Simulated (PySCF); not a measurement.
A calculated (UHF, PySCF 2.14, x2c-SVPall, scalar relativity by spin-free X2C-1e) atom or ion has these occupied shells.

```csv
shell,electrons,orbital energy (eV),"rms radius, mean of both spins (bohr)"
1s,2,-9055.1,0.0602
2s,2,-1142.0,0.254
2p,6,-982.97,0.228
3s,2,-149.07,0.767
3p,6,-100.42,0.820
3d,10,-21.931,1.14
```

Q: Name the element and its charge.

A: Cu⁺ (copper, charge +1), in [Ar] 3d10, closed-shell 1S.
